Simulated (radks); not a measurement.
Values are calculated unless marked as measured or tabulated.
All-electron atom: the indium ion In+ in [Kr] 4d10 5s2. Level of theory: scalar-relativistic Kohn-Sham, r2SCAN, spin-polarised, spherical densities, finite nucleus; meta-GGA in the generalised Kohn-Sham scheme; Fermi nuclear charge, rms radius 4.6156 fm (a radial shooting solver on a logarithmic mesh with Libxc functionals).

Radial electron density D(r) = 4 pi r^2 rho(r):

r (bohr),D(r) (e/bohr)
0.001835,4.162
0.002448,6.711
0.003291,10.74
0.004389,16.51
0.005854,24.49
0.007871,34.94
0.0105,46.34
0.014,56.65
0.01882,62.66
0.02511,61.73
0.03376,56.28
0.04502,54.94
0.06005,64.50
0.08074,78.37
0.1077,77.27
0.1436,61.04
0.1931,55.73
0.2575,65.27
0.3463,54.80
0.4618,27.82
0.616,19.10
0.8281,22.03
1.105,15.98
1.485,7.246
1.981,2.944
2.642,1.224
3.552,0.3760
4.737,0.06278
6.318,0.004198

D(r) has 4 maxima, at r = 0.0209, 0.0918, 0.272, 0.809 bohr, and minima at 0.0409, 0.178, 0.592 bohr, inside which lie 2.00, 11.20, 28.95 electrons.
